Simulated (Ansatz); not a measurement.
Ansatz results at the PBE0-D4/def2-TZVP geometry: HOMO energy (ωB97M-V/def2-TZVPP) -7.86 eV; LUMO energy (ωB97M-V/def2-TZVPP) 0.61 eV; HOMO–LUMO gap (PBE0/def2-TZVPP) 4.91 eV.

Each molecule was computed in one conformer, which needn't be the lowest.

Question: Which molecule gave them?
A. `[NH2][In]([OH])[SH]`
B. `C[CH](C)[In]([CH](C)C)[N](C)C`
C. `[F][In]([F])[O]CC(F)(F)F`
D. `[F][In]([F])[I]`

Answer: B. The others give `[F][In]([F])[I]`: -10.73, -1.22, 5.45; `[NH2][In]([OH])[SH]`: -9.68, 0.42, 6.04; `[F][In]([F])[O]CC(F)(F)F`: -11.39, -0.69, 6.29.
